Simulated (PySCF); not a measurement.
## Neon: a sound run and one with changed settings

Sound run: Ne²⁺ [He] 2s2 2p4, Ne³⁺ [He] 2s2 2p3. Computed with PySCF 2.14 in cc-pVTZ-DK (4s3p2d1f, 30 functions), with scalar relativity by spin-free X2C-1e. In the sound run the correlated levels freeze 1s2. The sound run starts from symmetry-adapted Hartree-Fock orbitals and uses a fine grid where one is needed.

Changed run: all electrons correlated in a basis built for the valence shell.

```json
{"species": "Ne²⁺", "method": "MP2", "sound run (hartree)": "-126.64707", "changed run (hartree)": "-126.65904", "converged": "yes"}
{"species": "Ne²⁺", "method": "CCSD(T)", "sound run (hartree)": "-126.66275", "changed run (hartree)": "-126.67455", "converged": "yes"}
{"species": "Ne³⁺", "method": "MP2", "sound run (hartree)": "-124.33293", "changed run (hartree)": "-124.34421", "converged": "yes"}
{"species": "Ne³⁺", "method": "CCSD(T)", "sound run (hartree)": "-124.34690", "changed run (hartree)": "-124.35805", "converged": "yes"}
```

Ionisation energy of Ne²⁺:

```tsv
method	sound run (eV)	changed run (eV)
UHF	61.803	61.803
MP2	62.971	62.990
SCS-MP2	63.071	63.079
CCSD	63.002	63.019
CCSD(T)	63.018	63.035
```

A valence basis has no tight correlating functions, so it recovers only part of the core correlation, and not evenly between atom and ion.

For comparison, NIST gives 63.423 eV between the lowest levels.
